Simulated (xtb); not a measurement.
Si(Me)(Cl)3 (CH₃Cl₃Si), SMILES C[Si](Cl)(Cl)Cl. All values are semi-empirical tight-binding results from xtb (GFN2-xTB unless named), good for trends rather than for accurate numbers. Coordinates come from a GFN2-xTB optimisation. The isomer is the one that the SMILES or the coordinates give; other isomers of the formula were not compared.

```json
{
  "point_group_as_xtb_finds_it": "C3v",
  "orbital_gap": "6.85 eV",
  "dipole_moment": "1.93 D",
  "zero_point_energy": "25.9 kcal/mol",
  "G − E(el) at 298.15 K (modified RRHO)": "5.5 kcal/mol",
  "static polarisability (D4 model)": "83.4 bohr³",
  "solvation energy, GFN2-xTB/ALPB(water)": "-2.0 kcal/mol",
  "solvation energy, GFN2-xTB/ALPB(thf)": "-6.2 kcal/mol"
}
```
